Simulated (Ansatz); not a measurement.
CH$_{9}$N$_{3}$OSn (`C[O][Sn]([NH2])([NH2])[NH2]`). Charge 0, multiplicity 1. Sn: def2 effective core potential.

Cartesian coordinates in Å:
```
C -1.305 1.881 -0.647
O -0.288 1.023 -1.104
Sn 0.333 -0.459 0.013
N 1.075 -1.739 -1.358
N -1.226 -1.296 0.953
N 1.522 0.353 1.430
H -1.636 2.499 -1.488
H -0.951 2.553 0.146
H -2.176 1.333 -0.266
H 2.030 -2.020 -1.179
H 1.042 -1.331 -2.285
H -1.383 -2.266 0.720
H -1.240 -1.181 1.956
H 1.963 -0.314 2.049
H 2.238 0.964 1.059
```

(1) List the harmonic frequencies (cm⁻¹, unscaled) at PBE0-D4/def2-TZVP in Ansatz. (An estimate is asked.)

(2) Is this a minimum?

(3) Give the ideal-gas thermochemistry at 298.15 K and 1 bar (rigid rotor, harmonic oscillator; point group C1, symmetry number 1).

Answers

(1) Computed: 52, 81, 96, 122, 131, 153, 167, 171, 196, 253, 265, 458, 512, 551, 570, 625, 635, 644, 811, 836, 855, 1118, 1179, 1196, 1475, 1493, 1501, 1555, 1561, 1563, 2994, 3051, 3083, 3538, 3547, 3567, 3635, 3646, 3670.

(2) Yes, all 39 modes are real.

(3) Zero-point energy 308.4 kJ/mol; H(298) − E = 341.0 kJ/mol; entropy 441.6 J/(mol·K), of which translation 174.8, rotation 117.9, vibration 148.9; G(298) − E = 209.3 kJ/mol. Modes under 100 cm⁻¹ are hindered rotations or soft bends, so the harmonic entropy is rough.
